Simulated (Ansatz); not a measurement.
Molecule: silyloxyboronic acid, H5BSiO3 (charge 0, singlet). SMILES: OB(O)O[SiH3]
Geometry: optimised at B3LYP-D3(BJ)/def2-TZVP (Ansatz, an electronic-structure program).

Cost and difference of B3LYP with Ansatz in habitual basis sets for the atomisation energy (kcal/mol). Conventions: LANL2DZ with its own core potentials from Na on; no spin-orbit coupling; dispersion terms only where a functional's name holds one; non-relativistic; 6-31G* and kin with 6d, 5d where marked; frozen cores in correlated levels; 6-311+G** with 5d, 6d on Na to Ar in Ansatz; UHF or UKS for open shells; atomisation electronic, to ground-state atoms. CBS(X,Y): correlation extrapolated as X^-3; Hartree-Fock from the larger set. Ab initio and DFT rows: single points at B3LYP-D3(BJ) geometries (Ansatz). Costs are core time of energy and forces over that of the cheapest set, on one shared machine, to one figure and rough; under a factor of 2 they don't order.

Coupled cluster (Ansatz) is a level with limits of its own, used here on species with T1 under 0.025 (0.045 for open shells) and stable references: CCSD(T)/CBS(aug-cc-pV(T+d)Z,aug-cc-pV(Q+d)Z).

Value to compare with: 963.1 kcal/mol.

| level | relative cost | atomisation energy (kcal/mol) | difference |
|---|---|---|---|
| B3LYP/STO-3G | 1× | 1059.6 | 96.5 |
| B3LYP/3-21G | 1× | 894.7 | -68.4 |
| B3LYP/LANL2DZ | 2× | 873.9 | -89.2 |
| B3LYP/6-31G | 2× | 860.7 | -102.4 |
| B3LYP/def2-SVP | 2× | 951.1 | -12.0 |
| B3LYP/6-31G* | 3× | 935.5 | -27.6 |
| B3LYP/6-31G** | 3× | 945.2 | -17.9 |
| B3LYP/cc-pVDZ | 3× | 925.3 | -37.8 |
| B3LYP/6-31+G* | 3× | 931.2 | -31.9 |
| B3LYP/6-311+G** | 6× | 935.7 | -27.4 |

The dearest set gives -27.4 kcal/mol. A small set can land close by cancelling terms.
